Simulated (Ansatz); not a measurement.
A structure relaxed at PBE0-D4/def2-TZVP, charge 0, multiplicity 1:

Cartesian coordinates in Å:
```
C 1.062 0.049 -0.659
C -0.165 -0.356 0.116
O -0.036 -1.667 0.497
O -1.340 -0.244 -0.617
Te -0.312 0.865 2.013
H 1.115 -0.564 -1.564
H 1.012 1.103 -0.937
H 1.958 -0.107 -0.060
H -0.897 -1.966 0.813
H -1.503 0.680 -0.826
H -0.893 2.207 1.223
```

Problem. Give its formula and SMILES.

Solution. C2H6O2Te, `CC(O)(O)[TeH]`.

Problem. Summarise the bond lengths by kind.

Solution. 1 × C–C 1.507 Å; 3 × C–H 1.089 to 1.094 Å; 2 × C–O 1.371 to 1.389 Å; 1 × C–Te 2.262 Å; 2 × H–O 0.961 to 0.964 Å; 1 × H–Te 1.661 Å.

All numbers were calculated with Ansatz.
